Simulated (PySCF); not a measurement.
C2HF2, SMILES [CH]=C(F)F, multiplicity 2. Atoms are numbered in the order given.

```xyz
5

C      0.5121     1.3256     0.0000
C      0.0622     0.1053     0.0000
F      0.8114    -0.9734     0.0000
F     -1.2121    -0.2403     0.0000
H      0.1603     2.3384     0.0000
```
Charge 0, spin multiplicity 2.

Coordinates come from a PBE0-D3(BJ)/def2-TZVP optimisation. The isomer is the one that the SMILES or the coordinates give; other isomers of the formula were not compared.

Level of theory: PySCF with M06-2X/def2-TZVPD.

Mulliken values depend strongly on the basis, most of all with diffuse functions as here. ESP charges are fitted to the potential on shells at 1.4 to 2.0 van der Waals radii. Atomic charges (e):

| atom | ESP fit | Mulliken | Mulliken spin |
|---|---|---|---|
| C1 | -0.32 | -0.46 | 1.22 |
| C2 | 0.33 | 0.63 | -0.24 |
| F3 | -0.11 | -0.22 | 0.00 |
| F4 | -0.14 | -0.23 | 0.00 |
| H5 | 0.23 | 0.28 | 0.02 |
